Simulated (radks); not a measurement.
All-electron atom: Tc III in [Ar] 3d10 4s2 4p4 4d5 5s2 (not the ground configuration).

Method: non-relativistic Kohn-Sham, LDA (Slater exchange, Perdew-Wang correlation), spin-polarised, spherical densities, point nucleus; open shells are filled with parallel spins first (spin-orbit coupling, left out, can overturn this in heavy ions); relativity is left out, which matters for an element this heavy; computed with a radial shooting solver on a logarithmic mesh with Libxc functionals.

Energy parts (Ry):
total: -8396.57679
kinetic: 8391.13085
electron-nucleus: -19906.22743
Hartree: 3360.25934
exchange-correlation: -241.73955

Orbitals (lengths in bohr, moments of r in powers of bohr; r(max) is where P^2 peaks):
orbital  occ.  eigenvalue (Ry)   <1/r>      <r>   r(max)
1s up       1        -1493.899   42.44  0.03548  0.02347
1s down     1        -1493.867   42.44  0.03548  0.02347
2s up       1        -211.4595   9.584   0.1549   0.1310
2s down     1        -211.3747   9.585   0.1548   0.1310
2p up       3        -195.5560   9.586   0.1326   0.1029
2p down     3        -195.4784   9.587   0.1325   0.1029
3s up       1        -38.55996   3.340   0.4282   0.3839
3s down     1        -38.47780   3.342   0.4278   0.3840
3p up       3        -32.37740   3.253   0.4221   0.3707
3p down     3        -32.28794   3.255   0.4216   0.3708
3d up       5        -20.97806   3.082   0.3985   0.3108
3d down     5        -20.87199   3.086   0.3977   0.3109
4s up       1         -7.31050   1.280    1.064   0.9658
4s down     1         -6.84635   1.283    1.064   0.9610
4p up       3         -5.44673   1.176    1.144    1.018
4p down     1         -4.98544   1.174    1.150    1.014
4d up       5         -2.48842  0.9240    1.429    1.186
4d down     0         -2.08174  0.8893    1.498    1.199
5s up       1         -1.64590  0.4962    2.623    2.376
5s down     1         -1.52356  0.4667    2.756    2.482

The highest occupied level is 5s down at -20.729 eV. The configuration is held as typed, so some empty levels lie below it. Summed over all electrons, <r^2> = 40.46 bohr^2, which gives a Langevin (diamagnetic) susceptibility term of -32 x 10^-6 cm^3/mol. The electron density at the nucleus is 5.54e+04 e/bohr^3. Virial ratio -V/T = 2.00065.
